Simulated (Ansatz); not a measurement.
Consider the formal exchange of groups at the Si–S bond: `S[SiH](S)Cl` + `C=C(O)S` → `S[SiH2]Cl` + `C=C(O)SS`.

Computed with Ansatz on PBE0-D4/def2-TZVP structures; ΔE is electronic, products minus reactants. CCSD(T)/CBS adds triple-zeta CCSD(T) − MP2 to the extrapolated MP2 energy (def2 sets, frozen cores). Functionals use def2-TZVPP. B3LYP here is the variant with VWN-RPA as its local correlation; programs differ in this. One conformer a species, not always the lowest.

CCSD(T)/CBS gives +20.7 kcal/mol.

**Question.** Another level gave +18.3 kcal/mol. Which?
A. PBE/def2-TZVPP
B. SCS-MP2/def2-TZVPP
C. B3LYP/def2-TZVPP
D. ωB97X-V/def2-TZVPP

**Answer.** C. B3LYP 18.3, SCS-MP2/def2-TZVPP 21.1, ωB97X-V 20.1, PBE 17.3 kcal/mol.

Largest T1 diagnostic among the species: 0.013.

From PBE to PBE0 (25 % exact exchange), in def2-TZVPP and without D4, ΔE moves by +1.7 kcal/mol.
